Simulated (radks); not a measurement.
The numbers below are computed, except where a source is named.
Isoelectronic series with 38 electrons, all held in the configuration [Kr] 5s2, which need not be the ground one along the series. Code: a radial shooting solver on a logarithmic mesh with Libxc functionals. Model: scalar-relativistic Kohn-Sham, PBE, spin-unpolarised, spherical densities, finite nucleus; Fermi nuclear charge, rms radius of each element as measured or else 0.836 A^(1/3) + 0.57 fm. Total energies (hartree) and orbital eigenvalues (hartree):

ion    E (hartree)         5s         4p         4s
Sr     -3179.46127   -0.12959   -0.83871   -1.50304
Zr2+   -3597.57837   -0.69462   -1.97199   -2.80074
Ru6+   -4520.28356   -2.49248   -5.20808   -6.38964
Pd8+   -5025.23544   -3.68228   -7.25819   -8.62963
Cd10+  -5559.57853   -5.05637   -9.58436  -11.15633
Sn12+  -6123.60443   -6.61173  -12.18265  -13.96728
Te14+  -6717.62642   -8.34691  -15.05087  -17.06193
Xe16+  -7341.99790  -10.26140  -18.18794  -20.44098
Ba18+   -7997.0896  -12.35534  -21.59349  -24.10601
Ce20+   -8683.3073  -14.62937  -25.26766  -28.05930
Nd22+   -9401.0838  -17.08449  -29.21099  -32.30367
Sm24+  -10150.8507  -19.72202  -33.42429  -36.84238

Estimate the row of Mo4+.

Answer. E (hartree) -4044.46902; 5s -1.49268; 4p -3.44123; 4s -4.44224.
